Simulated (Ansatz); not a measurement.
Method: frozen-core CCSD(T)/cc-pVTZ (Ansatz, a quantum-chemistry and plane-wave program).

Ansatz 0.2 input:
```yaml
crystal:
  periodic: [false, false, false]
  atoms:
    - { symbol: Br, position_ang: [0.0, 0.0, 0.0] }
basis:
  gaussian: { orbitals: cc-pVTZ }
correlation:
  method: ccsd_t
magnetization:
  spin_polarized: true
  initial_magnetization: 1
```

Output:

```
Functional definition: HF
276 factors; integrals over basis functions are off by at most 1.8e-4 eV
mean field evaluation 1: about -69999.6032 eV, gradient 5.1e0 eV
mean field evaluation 2: about -69999.6036 eV, gradient 5.1e0 eV
mean field evaluation 4: about -69999.7946 eV, gradient 5.2e-1 eV
mean field evaluation 8: about -69999.7968 eV, gradient 1.1e-3 eV
mean field evaluation 16: about -69999.7950 eV, gradient 5.3e-1 eV
mean field evaluation 32: about -69999.7968 eV, gradient 4.2e-3 eV
mean field evaluation 64: about -69999.7968 eV, gradient 7.5e-4 eV
mean field -69999.79681619 eV, -2572.4450854287 hartree, gradient 4.6e-7 eV, S^2 0.758700; 4 other end points of the search recorded, 0 dependent functions left out
9 core orbitals not correlated
reference -69999.79681619 eV, -2572.4450854287 hartree; 9, 8 occupied and 25, 26 virtual orbitals, 276 factors
second order -5.28897282 eV of doubles, -0.00000000 eV of singles
cycle   1  -5.56230103 eV  change   -2.7e-1 eV  update   4.0e-2
cycle   2  -5.70632622 eV  change   -1.4e-1 eV  update   1.2e-2
cycle   3  -5.70906062 eV  change   -2.7e-3 eV  update   3.1e-3
cycle   4  -5.70984639 eV  change   -7.9e-4 eV  update   7.8e-4
cycle   5  -5.70970725 eV  change    1.4e-4 eV  update   1.6e-4
cycle   6  -5.70970002 eV  change    7.2e-6 eV  update   4.7e-5
cycle   7  -5.70971607 eV  change   -1.6e-5 eV  update   1.3e-5
perturbative correction -0.17067464 eV, -0.0062721772 hartree
Total energy: -70005.67720690 eV, -2572.6611858012 hartree
```

Cost: very roughly 2.9 core-seconds.
